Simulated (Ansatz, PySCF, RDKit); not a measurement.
Noncovalent pair: CH3F (SMILES CF) (first 5 atoms) with H4OSi (SMILES O[SiH3]); geometry from B3LYP-D3(BJ)/def2-TZVP, rigid monomers moved along the line of their centres of mass till F2···H8 is 1.74 Å.
(charge 0, multiplicity 1):
```xyz
11

C     -0.52594    -0.43798    -0.35759
F      0.62570     0.27791     0.00515
H     -1.39619     0.16936    -0.11413
H     -0.47573    -0.63352    -1.42743
H     -0.54006    -1.36947     0.20638
O      0.01755     0.87093     2.52061
Si     0.37380    -0.40858     3.49364
H      0.38198     0.86534     1.62652
H     -0.03670    -1.69533     2.87051
H     -0.38364    -0.20773     4.74580
H      1.82377    -0.49927     3.79728
```

Monomers are frozen at their geometry in the pair; levels with a basis set take the counterpoise correction. Rows marked so take none. RDKit's UFF carries no charges.

Rows in 3-21G, STO-3G carry no dispersion term and start afresh at each structure.

Programs: Ansatz (Gaussian basis) for Hartree–Fock, density functionals and correlated methods; PySCF for 3-21G rows, STO-3G rows, the dispersion terms; RDKit for the force fields. Values without a source in brackets are computed.

One of these levels gives -16.4 kJ/mol for the interaction energy. Name it.
A) PBE-D3(BJ)/def2-TZVPPD
B) UFF
C) HF/3-21G (no counterpoise)
D) HF/STO-3G (no counterpoise)

A, PBE-D3(BJ)/def2-TZVPPD. The others give 201.5 (UFF), -11.9 (HF/STO-3G (no counterpoise)), -40.3 (HF/3-21G (no counterpoise))

Ansatz is a quantum-chemistry and plane-wave program.
